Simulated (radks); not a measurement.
The numbers below are computed, except where a source is named.
Removal energies from the gold ion Au10+, [Xe] 4f14 5d1, by Delta-SCF beside the eigenvalue of the level emptied. Level of theory: scalar-relativistic Kohn-Sham, PBEsol, spin-polarised, spherical densities, finite nucleus; Fermi nuclear charge, rms radius of each element as measured or else 0.836 A^(1/3) + 0.57 fm (a radial shooting solver on a logarithmic mesh with Libxc functionals). Open shells are filled with parallel spins first.

removed from,final configuration,Delta-SCF (eV),-eigenvalue (eV)
5d,[Xe] 4f14,167.05,157.89
5p,[Kr] 4d10 4f14 5s2 5p5 5d1,231.39,220.88
4f,[Xe] 4f13 5d1,271.31,253.40
5s,[Kr] 4d10 4f14 5s1 5p6 5d1,285.17,273.63
